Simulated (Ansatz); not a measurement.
Sr5S4, relaxed as a singlet with RKS PBE0-D4/def2-SVP in Ansatz, starting from the GFN1-xTB geometry. Force threshold 0.02 eV/Å.

In the def2 sets Sr takes a core potential; there is no spin–orbit coupling. The restricted singlet is unstable towards broken spin symmetry in Hartree–Fock (as tested in another run); at PBE0-D4/def2-SVP this wasn't settled. The structure comes from a short search, and lower isomers may exist.

Start:

```tsv
atom	x (Å)	y (Å)	z (Å)
Sr1	0.944	1.296	-2.260
Sr2	-0.941	2.094	0.893
Sr3	-1.618	-1.159	-0.946
Sr4	1.708	-0.672	0.851
Sr5	-0.041	-3.081	2.802
S6	-1.009	-0.565	1.694
S7	0.982	-1.371	-1.671
S8	1.679	1.989	0.270
S9	-1.704	1.469	-1.632
```

```csv
step,energy (eV),largest force component (eV/Å),SCF passes
1,-47505.5106,0.783,21
2,-47505.7051,0.763,24
3,-47505.9034,0.259,25
4,-47505.9474,0.316,25
5,-47505.9542,0.167,25
6,-47505.9605,0.126,26
7,-47505.9659,0.043,25
8,-47505.9673,0.012,26
9,-47505.9677,0.060,26
10 (rejected),-47505.9667,0.186,25
11,-47505.9715,0.064,25
12,-47505.9748,0.041,25
13,-47505.9758,0.101,25
14,-47505.9763,0.077,26
15,-47505.9785,0.007,26
16,-47505.9790,0.006,25
17,-47505.9791,0.011,25
```

Force components are those of the run's own axes.

End:

Cartesian coordinates in Å:
```
Sr 0.9394 1.5383 -2.2778
Sr -0.9710 1.8861 1.0601
Sr -1.5978 -1.1961 -1.2852
Sr 1.8439 -0.8791 0.6577
Sr -0.2005 -2.6722 3.5968
S -1.0162 -0.9416 1.5054
S 1.0759 -1.2533 -2.0450
S 1.7248 1.9397 0.3843
S -1.7986 1.5783 -1.5962
```

By distances, no bond broke or formed. The bond that changes most is Sr4–S6, from 2.85 to 2.98 Å (atoms count from 1).

The force fell under the threshold at step 8, but the optimiser went on and released 0.012 eV more. No frequencies were taken in this run, so the end may be a saddle point.

Hardware: 4 threads of Arm Neoverse V2 on a shared host. Wall time 2.2 min, peak host memory 0.71 GiB.
